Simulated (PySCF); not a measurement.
HSe, SMILES [SeH] (connectivity only; charge and spin as stated), charge -1, multiplicity 1.

Geometry optimised at PBE0-D3(BJ)/def2-TZVPD. The multiplicity is an assumed one; other spin states were not compared.

All values below come from HF/def2-TZVPD run with PySCF.

Gas-phase values at a fixed geometry.

```yaml
total_energy: -2400.45485 hartree
point_group: C∞v
highest_occupied_level: -2.50 eV
lowest_empty_level: 5.33 eV
orbital_gap: 7.83 eV
dipole_moment_about_the_centre_of_nuclear_charge: 0.26 D
mean_static_polarisability: 57.7 bohr³ (8.55 Å³)
polarisability_principal_values: 50.2, 61.4, 61.4 bohr³
```
